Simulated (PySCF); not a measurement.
**[HgO(OH)]− at several levels of theory**

Computed with PySCF 2.14.0 (density fitting, no spin-orbit coupling) at the geometry relaxed with PBE0:

```xyz
4
[HgO(OH)]− (singlet)
Hg   -0.0339   -0.0359    0.4817
O     1.8051    0.0595    0.0953
O    -2.0350   -0.1727    0.9701
H    -2.4972    0.2382    0.2308
```

```tsv
level	basis	state	HOMO (eV)	gap (eV)	charge on Hg1 (e)	dipole about the centre of mass (D)	largest force component (eV/Å)
PBE0	Hg def2-SVP with ECP60, O def2-SVP, H def2-SVP	singlet	-0.08	5.13	0.15	3.11	0.01
PBE0	Hg def2-TZVP with ECP60, O def2-TZVP, H def2-TZVP	singlet	-0.61	4.81	0.38	3.51	0.24
```

Charges are Mulliken's, which hang on the basis. The relaxation used the grid (50, 194), these runs (75, 302) or, all-electron (x2c bases, spin-free X2C Hamiltonian), (99, 590).

Task: A further run in the first row's basis gives HOMO (eV) 1.05, gap (eV) 3.39, charge on Hg1 (e) 0.11, dipole about the centre of mass (D) 2.99, largest force component (eV/Å) 0.25. Which level was it?
A. r2SCAN
B. TPSS

Result: A. The others give HOMO 1.27 eV (TPSS).

In the first row's basis the gap widens with exact exchange: 3.1 to 3.4 eV for TPSS, r2SCAN (none); 5.1 eV for PBE0 (a fixed share).

The highest filled level of some runs lies above zero, as often for anions with such functionals and bases.
